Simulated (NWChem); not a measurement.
System meant: C3H4FNSi; SMILES FC1=CN=C[SiH2]1

NWChem input:

```
start job
memory heap 200 mb stack 900 mb global 1100 mb
geometry units angstroms noautoz
  F     -0.046160    -2.222211     0.000000
  C     -0.152981    -0.899600     0.000000
  C     -1.332495    -0.250295     0.000000
  N     -1.326191     1.165881     0.000000
  C     -0.162360     1.709088     0.000000
  Si     1.214911     0.399175     0.000000
  H     -2.306511    -0.748074     0.000000
  H     -0.097898     2.805639     0.000000
  H      2.066674     0.386395    -1.223794
  H      2.066674     0.386395     1.223794
end
basis spherical
  * library def2-svp
end
dft
  odft
  mult 2
  xc pbe0
  iterations 150
  mulliken
end
task dft energy
```

End of the output:

```
 Summary of "ao basis" -> "ao basis" (spherical)
 ------------------------------------------------------------------------------
       Tag                 Description            Shells   Functions and Types
 ---------------- ------------------------------  ------  ---------------------
 F                          def2-svp                 6       14   3s2p1d
 C                          def2-svp                 6       14   3s2p1d
 N                          def2-svp                 6       14   3s2p1d
 Si                         def2-svp                 8       18   4s3p1d
 H                          def2-svp                 3        5   2s1p

 Summary of "ao basis" -> "ao basis" (spherical)
 ------------------------------------------------------------------------------
       Tag                 Description            Shells   Functions and Types
 ---------------- ------------------------------  ------  ---------------------
 F                          def2-svp                 6       14   3s2p1d
 C                          def2-svp                 6       14   3s2p1d
 N                          def2-svp                 6       14   3s2p1d
 Si                         def2-svp                 8       18   4s3p1d
 H                          def2-svp                 3        5   2s1p

      Symmetry analysis of basis
      --------------------------

        a'         76
        a"         32

  number of electrons :                   52
  multiplicity        :                    2
 ------------------------------------------------------------------------
  no. of electrons and multiplicity not compatible                  52
 ------------------------------------------------------------------------
 ------------------------------------------------------------------------
  current input line :
    25: task dft energy
 ------------------------------------------------------------------------
 ------------------------------------------------------------------------
 There is an error in the input file
 ------------------------------------------------------------------------
 For more information see the NWChem manual at https://nwchemgit.github.io

0: no. of electrons and multiplicity not compatible:Received an Error in Communication
```

Problem. Find the fault in this run and fix the input.

Solution. The input was rejected before any calculation. Cause: the multiplicity doesn't fit the number of electrons (an even count wants an odd multiplicity, and the reverse). This input runs:
```
start job
memory heap 200 mb stack 900 mb global 1100 mb
geometry units angstroms noautoz
  F     -0.046160    -2.222211     0.000000
  C     -0.152981    -0.899600     0.000000
  C     -1.332495    -0.250295     0.000000
  N     -1.326191     1.165881     0.000000
  C     -0.162360     1.709088     0.000000
  Si     1.214911     0.399175     0.000000
  H     -2.306511    -0.748074     0.000000
  H     -0.097898     2.805639     0.000000
  H      2.066674     0.386395    -1.223794
  H      2.066674     0.386395     1.223794
end
basis spherical
  F library def2-svp
  C library def2-svp
  N library def2-svp
  Si library def2-svp
  H library def2-svp
end
dft
  xc pbe0
  iterations 150
  mulliken
end
task dft energy
```
It converges to -560.03159 Ha (PBE0/def2-SVP).
